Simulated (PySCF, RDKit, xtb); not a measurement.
Noncovalent pair: CH4O (SMILES CO) (first 6 atoms) with CH3Cl (SMILES CCl); geometry from B3LYP-D3(BJ)/def2-TZVP, rigid monomers moved along the line of their centres of mass till H6···Cl8 is 3.49 Å.
(charge 0, multiplicity 1):
```xyz
11

C     -0.52141    -0.45724    -0.31723
O      0.13506     0.73319     0.09353
H      0.16233    -1.15025    -0.81907
H     -1.29801    -0.16694    -1.02376
H     -0.99145    -0.97867     0.52416
H      0.79731     0.49673     0.75478
C     -0.36766     1.02186     4.32091
Cl     1.11105    -0.00096     4.19172
H     -0.12976     1.87242     4.95180
H     -0.63394     1.33838     3.31707
H     -1.15193     0.41824     4.76673
```

Monomers are frozen at their geometry in the pair; levels with a basis set take the counterpoise correction. Rows marked so take none. RDKit's UFF carries no charges.

Rows in 3-21G carry no dispersion term and start afresh at each structure.

Run with PySCF for 3-21G rows; RDKit for the force fields; xtb for the GFN methods. Values without a source in brackets are computed.

Question: One of these levels gives -6.2 kJ/mol for the interaction energy. Which one is it?
A. HF/3-21G (no counterpoise)
B. GFN-FF
C. UFF

Answer: B, GFN-FF. The others give -2.9 (UFF), -7.7 (HF/3-21G (no counterpoise))
